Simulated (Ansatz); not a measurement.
`C[SiH2][SiH](Cl)Cl` + `SS` → `C[SiH2]SS` + `Cl[SiH2]Cl` at 500 K and 1 bar (cleavage of the Si–Si bond).

Program: Ansatz. Geometries: PBE0-D4/def2-TZVP. ΔE: electronic, gas phase. CBS: MP2 limit from def2 TZ/QZ plus the TZ coupled-cluster correction, frozen cores. This one scheme is used for every species. One conformer a species, not always the lowest.

| species | CCSD(T)/CBS energy (Eh) | H − E (kJ/mol) | S (J/(mol·K)) |
| --- | --- | --- | --- |
| `C[SiH2][SiH](Cl)Cl` | -1539.48961 | 229.5 | 469.4 |
| `SS` | -796.74576 | 70.8 | 278.5 |
| `C[SiH2]SS` | -1126.32699 | 218.2 | 415.4 |
| `Cl[SiH2]Cl` | -1209.93203 | 81.5 | 323.4 |

H − E and S are ideal-gas, rigid-rotor, harmonic terms from PBE0-D4/def2-TZVP, for one conformer and one mirror image of each species. 1 Eh = 2625.50 kJ/mol, R = 8.31446 J/(mol·K).

Problem. By hand: ΔE, ΔH, ΔS and ΔG.

Solution. ΔE = (-1126.32699) + (-1209.93203) − (-1539.48961) − (-796.74576) = -0.02365 Eh = -62.1 kJ/mol. Δ(H − E) = 218.2 + 81.5 − 229.5 − 70.8 = -0.6, so ΔH = -62.7 kJ/mol. ΔS = 415.4 + 323.4 − 469.4 − 278.5 = -9.1 J/(mol·K). ΔG = -62.7 − 500 × (-9.1)/1000 = -58.2 kJ/mol.

Problem. By hand: the equilibrium constant, and the temperature at which ΔG would vanish if ΔH and ΔS stayed fixed.

Solution. log₁₀ K = −ΔG/(RT ln 10) = 6.1. ΔG = 0 at ΔH/ΔS = 6890 K, far beyond where these terms or the molecules hold.

The number of gas molecules stays the same, so ΔS is small and ΔH decides. A doubt of 5 kJ/mol in ΔE shifts log₁₀ K by 0.5 here. Other conformers and mirror images would add mixing entropy, several J/(mol·K) or more a flexible species. Modes under 60 cm⁻¹, often nearly free rotors, make the harmonic entropy too high. These are equilibria of isolated gas molecules and say nothing of rates. Largest T1 diagnostic: 0.011 (customary marks: 0.02 for closed shells, 0.045 for open ones).
